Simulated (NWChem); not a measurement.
# SiOH cation, singlet; SMILES [OH+]=[Si]

All runs: NWChem. Pople sets run with spherical d functions. Low-valent species are run as closed-shell singlets; no triplet was tried in these runs. Coordinates come from a PBE0/def2-SVP optimisation. Total energies compare along this basis series because the functional is fixed.

| level | basis functions | energy (Ha) | highest occupied level (eV) | orbital gap (eV) |
|---|---|---|---|---|
| B3LYP/STO-3G | 15 | -360.6887 | -14.83 | 8.73 |
| B3LYP/3-21G | 24 | -363.1051 | -16.41 | 7.59 |
| B3LYP/6-31G* | 34 | -365.0275 | -16.57 | 7.70 |
| B3LYP/6-31+G* | 42 | -365.0327 | -16.66 | 7.67 |
| B3LYP/6-311G** | 50 | -365.0847 | -16.60 | 7.69 |
| B3LYP/6-311++G** | 59 | -365.0871 | -16.66 | 7.66 |
